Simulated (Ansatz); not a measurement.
Species: C₁₀H₈BF, SMILES `Bc1ccc(F)c2cccc-2c1` (charge 0, multiplicity 1).

Q: Give a relaxed geometry from B3LYP-D3(BJ)/def2-SVP run with Ansatz (a quantum-chemistry and plane-wave program).

A: One answer among several that fit: the end point of this relaxation, one of several conformers (outside a Z-matrix the atoms follow the SMILES, hydrogens last).
Bonded distances (Å): B1–C2 1.537, B1–H13 1.208, B1–H14 1.208, C2–C3 1.421, C2–C12 1.418, C3–C4 1.389, C3–H15 1.094, C4–C5 1.402, C4–H16 1.093, C5–F6 1.339, C5–C7 1.390, C7–C8 1.407, C7–C11 1.487, C8–C9 1.410, C8–H17 1.088, C9–C10 1.402, C9–H18 1.091, C10–C11 1.416, C10–H19 1.090, C11–C12 1.389, C12–H20 1.095. Angles (°): C2–B1–H13 120.4, C2–B1–H14 120.3, H13–B1–H14 119.4, B1–C2–C3 117.6, B1–C2–C12 117.8, C3–C2–C12 124.7, C2–C3–C4 131.9, C2–C3–H15 114.1, C4–C3–H15 113.9, C3–C4–C5 128.3, C3–C4–H16 117.7, C5–C4–H16 114.1, C4–C5–F6 114.4, C4–C5–C7 129.8, F6–C5–C7 115.8, C5–C7–C8 126.5, C5–C7–C11 126.1, C8–C7–C11 107.4, C7–C8–C9 108.1, C7–C8–H17 125.2, C9–C8–H17 126.7, C8–C9–C10 109.6, C8–C9–H18 125.0, C10–C9–H18 125.4, C9–C10–C11 108.9, C9–C10–H19 126.6, C11–C10–H19 124.6, C7–C11–C10 106.0, C7–C11–C12 128.7, C10–C11–C12 125.4, C2–C12–C11 130.5, C2–C12–H20 114.9, C11–C12–H20 114.5.
